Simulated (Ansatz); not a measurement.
Mulliken charges of C3H5AlO (`O=C/C=[CH]/[AlH2]`) from PBE/def2-TZVPP in Ansatz (PBE0-D4/def2-TZVP geometry).

```
atom   x (Å)   y (Å)   z (Å)  charge (e)
  O1  -2.665   0.527   0.095      -0.218
  C2  -1.744   0.728   0.843       0.085
  C3  -0.340   0.335   0.562      -0.088
  C4   0.024  -0.288  -0.568      -0.194
 Al5   1.883  -0.779  -0.878       0.384
  H6  -1.910   1.237   1.815       0.054
  H7   0.384   0.586   1.337       0.106
  H8  -0.793  -0.483  -1.264       0.097
  H9   2.332  -1.515  -2.206      -0.110
 H10   2.912  -0.400   0.268      -0.117
```

Problem. By hand: the dipole of these point charges (1 e Å = 4.8032 D).

Solution. Σ q r = (0.444, -0.030, 0.103) e Å, of length 0.457 e Å = 2.20 D.

Problem. How does the dipole of the full density compare? (An estimate is asked.)

Solution. The calculation gave: (0.366, 0.022, 0.180) e Å, 1.96 D; the point charges give 1.12 times that, at 15° from its direction.

Point charges leave out the atoms' own dipoles, such as those of lone pairs, and Mulliken's split depends on the basis, so the close match here is no proof of good charges.
